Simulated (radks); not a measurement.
Results of a calculation; reference values are marked as such.
Question: The mean radii <r> (bohr) of the occupied orbitals of an atom or ion are listed with their occupations. Level of theory: scalar-relativistic Kohn-Sham, BLYP, spin-polarised, spherical densities, finite nucleus; Fermi nuclear charge, rms radius of each element as measured or else 0.836 A^(1/3) + 0.57 fm (a radial shooting solver on a logarithmic mesh with Libxc functionals).

orbital  occ.      <r>
1s down     1  0.01744
1s up       1  0.01744
2s up       1  0.07362
2s down     1  0.07362
2p up       3  0.06623
2p down     3  0.06623
3s up       1   0.1905
3s down     1   0.1905
3p up       3   0.1913
3p down     3   0.1913
3d up       5   0.1733
3d down     5   0.1733
4s up       1   0.4233
4s down     1   0.4234
4p up       3   0.4505
4p down     3   0.4505
4d up       5   0.4785
4d down     5   0.4782
5s up       1   0.9746
5s down     1   0.9684
4f up       7   0.5355
4f down     7   0.5324
5p up       3    1.118
5p down     3    1.112
5d up       5    1.478

Name the element and its charge. Open shells, if any, are filled with parallel spins first.

Answer: Z = 77, iridium, charge +4: Ir4+ in [Xe] 4f14 5d5. The 1s radius gives Z: for a bare nucleus <r> = (2 gamma + 1)/(2Z) with gamma = sqrt(1 - (Z/c)^2), 0.01724 bohr for Z = 77, and screening makes it slightly larger (0.01744 here). The occupations add up to 73, and the charge is Z minus that.
